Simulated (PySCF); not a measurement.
## C₆ coefficients of unlike pairs at wB97X-V

Calculated with PySCF 2.14 from the dipole response of each species, C₆(A,B) = (3/π) ∫ α_A(iu) α_B(iu) du, in atomic units, from isotropic polarisabilities. For ions this is the dispersion term alone; charge-induced terms of lower order in 1/R come first.

| species | configuration | basis | relativity | α (bohr³) | C₆ (like pair) |
| --- | --- | --- | --- | --- | --- |
| S³⁺ | [Ne] 3s2 3p1 (2P) | aug-cc-pV(T+d)Z (6s5p4d2f) | none | 5.439 | 14.55 |
| S | [Ne] 3s2 3p4 (3P) | dyall-av3z (19s12p3d2f) | spin-free X2C | 19.58 | 134.9 |
| Sn²⁺ | [Kr] 4d10 5s2 (1S) | def2-QZVPPD with the def2 core potential (28 electrons) (8s6p5d4f1g) | core potential | 15.84 | 89.40 |
| P⁺ | [Ne] 3s2 3p2 (3P) | aug-cc-pV(Q+d)Z with one added diffuse shell each of s, p, d, f, g type (8s7p6d4f3g) | none | 14.32 | 73.81 |

Q: Estimate C₆ for Sn²⁺ with S³⁺.

A: The integral gives 35.75. The combination rule 2 C_A C_B / (C_A α_B/α_A + C_B α_A/α_B) gives 35.60 and the geometric mean 36.07.

No spin-orbit coupling is included.

The other pairs:

| pair | C₆ |
| --- | --- |
| Sn²⁺, S | 108.8 |
| P⁺, Sn²⁺ | 80.53 |
| P⁺, S | 99.75 |
| S, S³⁺ | 43.75 |
| P⁺, S³⁺ | 32.37 |
